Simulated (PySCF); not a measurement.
# Broadened absorption spectrum of Se(SiH3)2

Species: Se(SiH3)2.
SMILES: `[Se]([SiH3])[SiH3]`

The calculation used PySCF, TDDFT B3LYP/def2-SVPD, vertical, gas phase, core orbitals frozen in the response. Isolated species at its PBE0-D3(BJ)/def2-SVP geometry, gas phase. Relativistic effects, spin–orbit coupling among them, are left out although an element past zinc is present.

Broadening: Gaussians 0.4 eV wide at half height, area fixed by f = 4.319×10⁻⁹ ∫ε dν̃. The cross-section is σ = 3.8235×10⁻²¹ ε cm², given in Mb (10⁻¹⁸ cm²). The width is an assumption, not a result. The curve ends short of the highest state used, and states not computed would add to its high-energy end.

(E (eV), σ (Mb)): (4.56, 0.01), (4.65, 0.07), (4.74, 0.28), (4.83, 0.89), (4.92, 2.14), (5.01, 3.91), (5.10, 5.39), (5.19, 5.61), (5.28, 4.42), (5.37, 2.63), (5.46, 1.21), (5.55, 0.47), (5.64, 0.21), (5.73, 0.17), (5.82, 0.17), (5.91, 0.21), (6.00, 0.38), (6.09, 0.87), (6.18, 1.95), (6.27, 3.70), (6.36, 5.63), (6.46, 6.97), (6.55, 7.51), (6.64, 9.12)

(1) Locate the maxima and give the states behind the curve.

(2) On this curve, what absorbance would a 10⁻³ mol/L sample give at 266 nm over a 1 cm path?

(3) Coming from long wavelengths, where does ε first pass 100 L mol⁻¹ cm⁻¹?

## Answers

(1) 240 nm (5.16 eV), ε about 1500, made up of S1 (100%) (ε in L mol⁻¹ cm⁻¹; maxima over ε = 5, shares over 10%). At its high-energy end, 6.64 eV, the curve is still rising (ε about 2400, from S5 and S7). The states used: S1 5.16 eV (f 0.022); S2 5.29 eV (f 0.0000); S3 5.76 eV (f 0.0005); S4 6.17 eV (f 0.0010); S5 6.46 eV (f 0.025); S6 6.87 eV (f 0.0060); S7 6.92 eV (f 0.071); S8 7.09 eV (f 0.024); S9 7.10 eV (f 0.0062); S10 7.24 eV (f 0.0045).

(2) 266 nm is 4.661 eV, where ε is about 21 L mol⁻¹ cm⁻¹, so A = ε c l ≈ 0.021 (Beer–Lambert, with the gas-phase spectrum and the assumed width).

(3) At about 260 nm (4.76 eV), 0.39 eV below S1.
